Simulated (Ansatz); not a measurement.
The same path of BH4NO + FH (9 atoms, charge 0, multiplicity 1) was run twice with different band settings. Lost on the way: F8–H9. Made: B1–F8, N2–H9.

The calculation used RKS PBE-D4/6-31G* in Ansatz 0.2.0.

Relaxed end points:

```xyz
9
Properties=species:S:1:pos:R:3
B 0.094 -0.354 0.314
N 0.000 -0.089 1.726
H -0.852 -0.326 2.230
H 0.839 -0.163 2.302
O 1.354 -0.408 -0.225
H 1.310 -0.490 -1.195
H -0.914 -0.514 -0.327
F -0.279 2.367 0.598
H -0.186 1.624 1.210
```

```xyz
9
Properties=species:S:1:pos:R:3
B 0.083 0.380 0.090
N -0.109 0.212 1.763
H -0.375 -0.747 2.016
H 0.801 0.415 2.198
O 1.243 -0.441 -0.115
H 1.223 -0.797 -1.020
H -0.978 -0.006 -0.400
F 0.282 1.764 -0.036
H -0.804 0.867 2.138
```

Common settings: movable images 7; climbing image yes; spring 5.0 eV/Å²; optimiser quadratic models (default); start path through a guess of the saddle point; iteration limit 60; end points relaxed.

| run | force threshold |
| --- | --- |
| 1 | 0.05 eV/Å |
| 2 | 0.2 eV/Å |

**Question.** What does each run give, and how far can it be trusted?

**Answer.** Run 1: converged after 15 iterations, highest image 0.279 eV above the first end. A vibrational analysis at the climbing image gives one clearly imaginary mode, 581i cm⁻¹: a first-order saddle point.
Run 2: converged after 10 iterations, highest image 0.279 eV above the first end. The threshold of 0.2 eV/Å is loose, so the images may lie well off the minimum-energy path. Another band between the same ends (7 images) ends at a top of the same energy, where a vibrational analysis finds 1 clearly imaginary mode.
The orbitals stay closed-shell, which can raise the energy where a bond breaks towards radicals; this wasn't checked here.
